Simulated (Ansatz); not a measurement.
C₁₀H₁₉GeN⁻, that is Ge(vinyl)3(NEt2) with one electron more. Total charge -1; doublet. Geometry PBE0-D4/def2-SVP, that of the neutral singlet.

```xyz
31

Ge    0.5089   -0.4656   -0.3290
C     2.1993   -0.5308    0.6230
C     2.7602   -1.6723    1.0336
H     2.7141    0.4188    0.8180
H     2.2793   -2.6422    0.8594
H     3.7227   -1.6950    1.5580
C    -0.3943   -2.1840   -0.1340
C    -0.4536   -3.0938   -1.1117
H    -0.8854   -2.4056    0.8228
H     0.0180   -2.9216   -2.0867
H    -0.9739   -4.0514   -0.9897
C     0.7861   -0.1172   -2.2178
C     1.9958   -0.1641   -2.7850
H    -0.0844    0.0902   -2.8538
H     2.8986   -0.3779   -2.2004
H     2.1424    0.0084   -3.8576
N    -0.4632    0.9174    0.3966
C    -0.6045    0.9891    1.8367
C    -0.1155    2.3059    2.4260
C    -1.4790    1.5917   -0.3819
C    -2.7860    0.8208   -0.5431
H    -0.0296    0.1651    2.2948
H    -1.6558    0.8156    2.1470
H     0.9520    2.4547    2.2030
H    -0.6655    3.1634    2.0079
H    -0.2503    2.3264    3.5192
H    -1.6878    2.5759    0.0766
H    -1.0683    1.8261   -1.3792
H    -2.6202   -0.1308   -1.0736
H    -3.2332    0.5788    0.4341
H    -3.5271    1.4037   -1.1132
```

At LDA (SPW92)/def2-SVP, PBE-D4/def2-SVP, PBE0-D4/def2-SVP the highest occupied level of the charge -1 doublet lies above zero (up to 3.15 eV). By energy differences it is unbound by 0.94 eV (vertical, to the charge 0 singlet, at PBE-D4/def2-SVP) and held by the finite basis.

(1) Estimate the α-spin orbital energies around the gap (eV) in Ansatz with LDA (SPW92)/def2-SVP, PBE-D4/def2-SVP, PBE0-D4/def2-SVP.

Answers

(1) 
```csv
orbital,LDA (SPW92)/def2-SVP,PBE-D4/def2-SVP,PBE0-D4/def2-SVP
HOMO−5,-2.72,-2.61,-3.90
HOMO−4,-2.31,-2.15,-3.41
HOMO−3,-2.20,-2.05,-3.31
HOMO−2,-2.18,-2.03,-3.24
HOMO−1,-0.72,-0.61,-1.93
HOMO,2.97,3.15,2.82
LUMO,3.14,3.32,4.03
LUMO+1,3.16,3.33,4.04
LUMO+2,3.76,3.97,4.81
LUMO+3,4.49,4.66,5.52
LUMO+4,4.84,5.05,5.93
LUMO+5,4.92,5.14,6.05
β HOMO,-0.67,-0.57,-1.88
β LUMO,3.24,3.53,4.50
```
